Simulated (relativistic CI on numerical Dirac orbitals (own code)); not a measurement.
Calculated at this level of theory: Dirac-Coulomb-Breit CI, orbitals from a KLI potential per configuration, model QED, unscaled Slater integrals (own radial code, finite nucleus).

The strongest absorption lines from the ground level of an ion, among the configurations computed and to levels below about 17600 eV (vacuum wavelength in Å, gf): 0.7663 (0.44), 0.8421 (0.28), 0.8559 (0.68), 0.8566 (1.2), 0.8570 (2), 0.8863 (0.61), 1.0158 (2.2), 4.2217 (0.67).

Problem. Which ion is it?
A. Ir70+
B. Bi74+
C. Bi78+
D. Bi76+

Solution. D. Bi76+ has 7 electrons and the ground level 2s2.2p3 2P°_3/2; the strongest line goes to 2s2.2p2.3d 2D_5/2. The pattern of lines fixes the number of electrons, and along that sequence the line energies rise steadily with the charge (about as its square where n changes within one kind of shell, about linearly where n is kept but much faster in heavy ions where fine structure, which grows about as Z⁴, sets the gap, and irregularly where shells cross), which fixes Z. Configurations outside the model, such as inner-shell arrays, can give stronger lines. At this charge energies of transitions that change n are usually good to better than 1 %, and those within a shell (Δn = 0) to a few per cent.

LS names give the leading component of a level, which can be under half, so a name can repeat, a term be missing and a line seem to break the LS rules.
